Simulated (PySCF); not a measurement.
H2BeO2, SMILES [OH][Be][OH], PBE0/def2-SVP optimised geometry. Atoms within 1.6 Å of the plane z = 1.5 Å (x, y, z in Å): Be1 (0.02, -0.23, 0.00), O2 (-1.39, -0.30, 0.04), O4 (1.43, -0.23, 0.00).

Method: PBE0/def2-TZVP (PySCF).

Map of the electron localisation function on the plane z = 1.5 Å:

```
|                             |
|                             |
|                             |
|                             |
|                             |
|                             |
|                             |
|                             |
|                             |
|                             |
|                             |
|         .::.   .:::.        |
|       .:=++-.  -++=:.       |
|       :=#%#=. .=###+:       |
|      .-#@@%+. .=#@@#=.      |
|      .+%@@%=. .-#@@%+:      |
|      .+%@%*-.  :+#%#+:      |
|      .=*#*=:   .-+++-.      |
|       :-=-:.    .:-:.       |
|        ...        .         |
|                             |
|                             |
|                             |
|                             |
|                             |
|                             |
|                             |
|                             |
|                             |
```
Scale: ten equal steps from 0.000 (start of ' ') to 0.472 (end of '@'), in the order ' .:-=+*#%@'; x runs from -4.50 to 4.50, y from -4.50 (bottom) to 4.50 (top).
